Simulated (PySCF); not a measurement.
CH₂NO, SMILES C(=O)[NH], multiplicity 2.

The structure is a stationary point at PBE0-D3(BJ)/def2-TZVP. The geometry has at least one imaginary mode, so it is a saddle point at that level. The isomer is the one that the SMILES or the coordinates give; other isomers of the formula were not compared. One conformer was computed; it need not be the lowest.

Method: PBE0-D3(BJ)/def2-TZVP (PySCF 2.14.0).

No scaling factor is applied to the harmonic values.

| mode | ν (cm⁻¹) | IR (km/mol) | moving atoms (share of kinetic energy) |
|---|---|---|---|
| 1 | 4755i | 65938.2 | H 59 %, C 22 %, N 15 % |
| 2 | 567 | 28.4 | O 39 %, N 26 %, C 21 %, H 13 % |
| 3 | 855 | 639.8 | H 73 %, C 12 %, O 8 % |
| 4 | 1027 | 30.1 | H 83 %, C 16 % |
| 5 | 1264 | 32.3 | H 58 %, O 18 %, C 15 %, N 9 % |
| 6 | 1418 | 11.4 | C 42 %, H 40 %, N 17 % |
| 7 | 1472 | 36.1 | C 42 %, N 29 %, O 19 %, H 11 % |
| 8 | 3129 | 13.4 | H 92 %, C 8 % |
| 9 | 3509 | 24.4 | H 93 % |
